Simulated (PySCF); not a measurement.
AlCl (SMILES [Al][Cl]), singlet, at a GFN2-xTB geometry (such geometries of metal compounds can be far from the true shape); PBE/STO-3G in PySCF.

Input for PySCF:
```python
from pyscf import gto, scf, dft

mol = gto.M(
    atom='''
Al   -0.000000   -0.000000   -1.154140
Cl    0.000000    0.000000    0.882577
''',
    basis='sto-3g',
    charge=0,
    spin=0,
    verbose=4,
)

mf = dft.RKS(mol)
mf.xc = 'pbe'
mf.init_guess = 'mod_huckel'
mf.kernel()
mf.analyze()
```

Question: Write the output that PySCF gives for this input, abridged.

Answer: 
```
PySCF version 2.14.0

[INPUT] verbose = 4
[INPUT] num. atoms = 2
[INPUT] num. electrons = 30
[INPUT] charge = 0
[INPUT] spin (= nelec alpha-beta = 2S) = 0
[INPUT] symmetry False subgroup None
[INPUT] Mole.unit = angstrom
[INPUT] Symbol           X                Y                Z      unit          X                Y                Z       unit  Magmom
[INPUT]  1 Al     0.000000000000   0.000000000000  -1.154140000000 AA    0.000000000000   0.000000000000  -2.181008509406 Bohr   0.0
[INPUT]  2 Cl     0.000000000000   0.000000000000   0.882577000000 AA    0.000000000000   0.000000000000   1.667828813840 Bohr   0.0

nuclear repulsion = 57.4199378771425
number of shells = 10
number of NR pGTOs = 54
number of NR cGTOs = 18
basis = sto-3g
ecp = {}

******** <class 'pyscf.dft.rks.RKS'> ********
method = RKS
initial guess = mod_huckel
damping factor = 0
level_shift factor = 0
DIIS = <class 'pyscf.scf.diis.CDIIS'>
diis_start_cycle = 1
diis_space = 8
diis_damp = 0
SCF conv_tol = 1e-09
SCF conv_tol_grad = None
SCF max_cycles = 50
direct_scf = True
direct_scf_tol = 1e-13
XC library pyscf.dft.libxc version 7.1.2
    S. Lehtola, C. Steigemann, M. J. T. Oliveira, and M. A. L. Marques,  SoftwareX 7, 1–5 (2018)
XC functionals = pbe
    J. P. Perdew, K. Burke, and M. Ernzerhof,  Phys. Rev. Lett. 77, 3865 (1996)
    J. P. Perdew, K. Burke, and M. Ernzerhof,  Phys. Rev. Lett. 78, 1396 (1997)
    J. P. Perdew, K. Burke, and M. Ernzerhof,  Phys. Rev. Lett. 77, 3865 (1996)
    J. P. Perdew, K. Burke, and M. Ernzerhof,  Phys. Rev. Lett. 78, 1396 (1997)
radial grids:
    Treutler-Ahlrichs [JCP 102, 346 (1995); DOI:10.1063/1.469408] (M4) radial grids

becke partition: Becke, JCP 88, 2547 (1988); DOI:10.1063/1.454033
pruning grids: <function nwchem_prune>
grids dens level: 3
symmetrized grids: False
atomic radii adjust function: <function treutler_atomic_radii_adjust>
small_rho_cutoff = 0
Set gradient conv threshold to 3.16228e-05
Initial guess from on-the-fly Huckel, doi:10.1021/acs.jctc.8b01089,
employing the updated GWH rule from doi:10.1021/ja00480a005.
Spherically averaged atomic HF for {'Cl', 'Al'}

******** <class 'pyscf.scf.atom_hf.AtomSphAverageRHF'> ********
method = AtomSphAverageRHF
initial guess = minao
damping factor = 0
level_shift factor = 0
DIIS = <class 'pyscf.scf.diis.CDIIS'>
diis_start_cycle = 1
diis_space = 8
diis_damp = 0
SCF conv_tol = 1e-09
SCF conv_tol_grad = None
SCF max_cycles = 50
direct_scf = True
direct_scf_tol = 1e-13
atom = Al
Set gradient conv threshold to 3.16228e-05
Initial guess from minao.
init E= -238.575141485232
cycle= 1 E= -238.685893897757  delta_E= -0.111  |g|=    0  |ddm|= 0.214
cycle= 2 E= -238.686313973982  delta_E= -0.00042  |g|=    0  |ddm|= 0.0241
cycle= 3 E= -238.686313974697  delta_E= -7.14e-10  |g|=    0  |ddm|= 3.14e-05
Extra cycle  E= -238.686313974697  delta_E= 5.68e-14  |g|=    0  |ddm|= 4.18e-08
Atomic HF for atom  Al  converged. SCF energy = -238.686313974697

******** <class 'pyscf.scf.atom_hf.AtomSphAverageRHF'> ********
method = AtomSphAverageRHF
initial guess = minao
damping factor = 0
level_shift factor = 0
DIIS = <class 'pyscf.scf.diis.CDIIS'>
diis_start_cycle = 1
diis_space = 8
diis_damp = 0
SCF conv_tol = 1e-09
SCF conv_tol_grad = None
SCF max_cycles = 50
direct_scf = True
direct_scf_tol = 1e-13
atom = Cl
Set gradient conv threshold to 3.16228e-05
Initial guess from minao.
init E= -453.935536967886
cycle= 1 E= -454.330516972554  delta_E= -0.395  |g|=    0  |ddm|= 0.0894
cycle= 2 E= -454.33052218714  delta_E= -5.21e-06  |g|=    0  |ddm|= 0.000733
cycle= 3 E= -454.330522187455  delta_E= -3.15e-10  |g|=    0  |ddm|= 5.74e-06
Extra cycle  E= -454.330522187455  delta_E= 1.71e-13  |g|=    0  |ddm|= 1.05e-10
Atomic HF for atom  Cl  converged. SCF energy = -454.330522187455

  HOMO = -0.125564376803013  LUMO = 664431.189592423  gap/eV = 18080097.00051
tot grids = 38064
init E= -692.715136795114
  HOMO = 0.279096550088839  LUMO = 0.537178573433572  gap/eV = 7.02277
cycle= 1 E= -694.022498772761  delta_E= -1.31  |g|= 0.776  |ddm|=  4.5
  HOMO = -0.0323778747561115  LUMO = 0.0970318393934998  gap/eV = 3.52142
cycle= 2 E= -691.866399086258  delta_E= 2.16  |g|= 2.61  |ddm|= 5.24
  HOMO = -0.0888311050555631  LUMO = 0.130224778296888  gap/eV = 5.96081
cycle= 3 E= -694.363666315695  delta_E= -2.5  |g|= 0.146  |ddm|= 3.35
  HOMO = -0.0778283438082383  LUMO = 0.125047364078928  gap/eV = 5.52053
cycle= 4 E= -694.373251555983  delta_E= -0.00959  |g|= 0.0234  |ddm|= 0.424
  HOMO = -0.0783697130000811  LUMO = 0.128122058232464  gap/eV = 5.61893
cycle= 5 E= -694.373555701518  delta_E= -0.000304  |g|= 0.00357  |ddm|= 0.0504
  HOMO = -0.0780374856872618  LUMO = 0.128417252620943  gap/eV = 5.61792
cycle= 6 E= -694.373564034256  delta_E= -8.33e-06  |g|= 0.000307  |ddm|= 0.0123
  HOMO = -0.0780139607358219  LUMO = 0.128437941148074  gap/eV = 5.61784
cycle= 7 E= -694.373564086573  delta_E= -5.23e-08  |g|= 1.27e-05  |ddm|= 0.000809
  HOMO = -0.0780114066562758  LUMO = 0.128440310564514  gap/eV = 5.61784
cycle= 8 E= -694.373564086678  delta_E= -1.05e-10  |g|= 2.44e-07  |ddm|= 4.28e-05
  HOMO = -0.0780113612654814  LUMO = 0.128440293157283  gap/eV = 5.61784
Extra cycle  E= -694.373564086678  delta_E= 1.14e-13  |g|= 9.78e-08  |ddm|= 1.2e-06
converged SCF energy = -694.373564086678
**** SCF Summaries ****
Total Energy =                        -694.373564086678243
Nuclear Repulsion Energy =              57.419937877142488
One-electron Energy =                -1081.080255984802079
Two-electron Energy =                  329.286754020981334
Two-electron Coulomb Energy =          375.904589398587632
DFT Exchange-Correlation Energy =      -46.617835377606312
HOMO-LUMO gap [eV] =                     5.617835662965478
**** MO energy ****
MO #1   energy= -99.4503235733239  occ= 2
MO #2   energy= -54.7095003137604  occ= 2
MO #3   energy= -8.8317632502989   occ= 2
MO #4   energy= -6.6779558551588   occ= 2
MO #5   energy= -6.67007885046532  occ= 2
MO #6   energy= -6.6700788504653   occ= 2
MO #7   energy= -3.70832098584543  occ= 2
MO #8   energy= -2.25399137764768  occ= 2
MO #9   energy= -2.25399137764768  occ= 2
MO #10  energy= -2.24858445838529  occ= 2
MO #11  energy= -0.617054586899609 occ= 2
MO #12  energy= -0.253090872869334 occ= 2
MO #13  energy= -0.164435564189189 occ= 2
MO #14  energy= -0.164435564189186 occ= 2
MO #15  energy= -0.0780113612654814 occ= 2
MO #16  energy= 0.128440293157283  occ= 0
MO #17  energy= 0.128440293157287  occ= 0
MO #18  energy= 0.323871461542851  occ= 0
 ** Mulliken pop on meta-lowdin orthogonal AOs  **
 ** Mulliken pop  **
pop of  0 Al 1s           2.00000
pop of  0 Al 2s           1.99993
pop of  0 Al 3s           1.90799
pop of  0 Al 2px          1.99683
pop of  0 Al 2py          1.99683
pop of  0 Al 2pz          1.99644
pop of  0 Al 3px          0.11140
pop of  0 Al 3py          0.11140
pop of  0 Al 3pz          0.51994
pop of  1 Cl 1s           2.00000
pop of  1 Cl 2s           1.99979
pop of  1 Cl 3s           1.92339
pop of  1 Cl 2px          1.99992
pop of  1 Cl 2py          1.99992
pop of  1 Cl 2pz          1.99952
pop of  1 Cl 3px          1.89184
pop of  1 Cl 3py          1.89184
pop of  1 Cl 3pz          1.65300
 ** Mulliken atomic charges  **
charge of    0Al =      0.35922
charge of    1Cl =     -0.35922
Dipole moment(X, Y, Z, Debye): -0.00000, -0.00000, -3.07796
```
